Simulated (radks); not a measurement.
Charge is removed step by step from the 1s down level of neutral neon, starting from 1s(up 1, down 1) 2s2 2p6. Method: scalar-relativistic Kohn-Sham, PBE, spin-polarised, spherical densities, finite nucleus; Fermi nuclear charge, rms radius 3.0055 fm; computed with a radial shooting solver on a logarithmic mesh with Libxc functionals.

[
 {"removed (e)": "0", "E - E(0) (eV)": "0.000", "eigenvalue (eV)": "-830.80"},
 {"removed (e)": "0.25", "E - E(0) (eV)": "210.28", "eigenvalue (eV)": "-851.37"},
 {"removed (e)": "0.5", "E - E(0) (eV)": "425.59", "eigenvalue (eV)": "-870.95"},
 {"removed (e)": "0.75", "E - E(0) (eV)": "645.54", "eigenvalue (eV)": "-888.11"}
]

The mean slope of the eigenvalue, de/dn, is 76.4 eV per electron.
